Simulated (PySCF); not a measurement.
Two species compared at the same levels of theory.

First species: CH8GeN2.
Z-matrix (Å and degrees, PBE0-D3(BJ)/def2-SVP geometry), rows numbered from 1:
```
N 
C   1  1.4514
Ge  2  1.9621  1  106.49
N   3  1.8496  2  104.28  1   -36.33
H   1  1.0180  2  111.42  3  -179.54
H   1  1.0190  2  109.28  3    62.36
H   2  1.1102  1  115.77  3  -121.93
H   2  1.1022  1  110.03  3   116.89
H   3  1.5477  2  110.69  1    85.53
H   3  1.5432  2  112.87  1  -151.47
H   4  1.0178  3  112.78  2    82.10
H   4  1.0164  3  113.88  2  -154.82
```

Second species: C4H6BN.
SMILES with atom numbers: `[BH3-:1][N+:2]#[C:3][CH2:4][C:5]#[CH:6]` (hydrogens: H7, H8, H9 on B1; H10, H11 on C4; H12 on C6)

Levels: PBE0/def2-SVPD for dipole moment, HOMO energy, LUMO energy, HOMO–LUMO gap, static isotropic polarisability and electronic spatial extent ⟨r²⟩ about the centre of nuclear charge; TDDFT PBE0/def2-SVPD for lowest singlet excitation; TDA PBE0/def2-SVPD for lowest triplet excitation (Tamm–Dancoff); ΔSCF PBE0/def2-SVPD for vertical ionisation energy; PBE0-D3(BJ)/def2-SVP for rotational constant A and rotational constant C. Geometries: PBE0-D3(BJ)/def2-SVP. All species are isolated and taken at one optimised geometry, non-relativistic unless stated; the electronic structure was computed with PySCF and density fitting.

The conformers computed, where there is a choice (atom-mapped SMILES and torsion angles):
- `[NH2:1][CH2:2][GeH2:3][NH2:4]`: N1–C2–Ge3–N4 -36°, H–N1–C2–Ge3 180°, H–N1–C2–Ge3 62°, H–N4–Ge3–C2 82°, H–N4–Ge3–C2 -155°

Values for the first species:

```
Dipole moment                                                     : 0.48 D
HOMO energy                                                       : -6.75 eV
LUMO energy                                                       : 0.34 eV
HOMO–LUMO gap                                                     : 7.09 eV
Lowest singlet excitation                                         : 5.87 eV
Lowest triplet excitation (Tamm–Dancoff)                          : 5.61 eV
Static isotropic polarisability                                   : 62.5 au
Vertical ionisation energy                                        : 8.78 eV
Electronic spatial extent ⟨r²⟩ about the centre of nuclear charge : 522 bohr²
Rotational constant A                                             : 7.202 GHz
Rotational constant C                                             : 2.552 GHz
```

Problem. Estimate the same properties for the second species, and the change in each.

Solution. 
```tsv
property	first	second	second less first
dipole moment	0.48 D	6.96 D	+6.48 D
HOMO energy	-6.75 eV	-7.73 eV	-0.98 eV
LUMO energy	0.34 eV	-0.92 eV	-1.26 eV
HOMO–LUMO gap	7.09 eV	6.81 eV	-0.28 eV
lowest singlet excitation	5.87 eV	5.46 eV	-0.41 eV
lowest triplet excitation (Tamm–Dancoff)	5.61 eV	4.91 eV	-0.70 eV
static isotropic polarisability	62.5 au	75.9 au	+13.4 au
vertical ionisation energy	8.78 eV	9.88 eV	+1.10 eV
electronic spatial extent ⟨r²⟩ about the centre of nuclear charge	522 bohr²	839 bohr²	+317 bohr²
rotational constant A	7.202 GHz	12.053 GHz	+4.851 GHz
rotational constant C	2.552 GHz	1.392 GHz	-1.160 GHz
```

On the first: The principal polarisabilities are 56.4, 62.4 and 68.9 au; their mean is the isotropic value. S1 lies 1.22 eV below the HOMO–LUMO gap; its leading configuration is HOMO→LUMO, weight 0.91. Relativistic effects, spin–orbit coupling among them, are left out although an element past zinc is present.

On the second: The ΔSCF ionisation energy exceeds −ε(HOMO) by 2.15 eV with PBE0. The principal polarisabilities are 52.5, 66.4 and 108.9 au; their mean is the isotropic value.
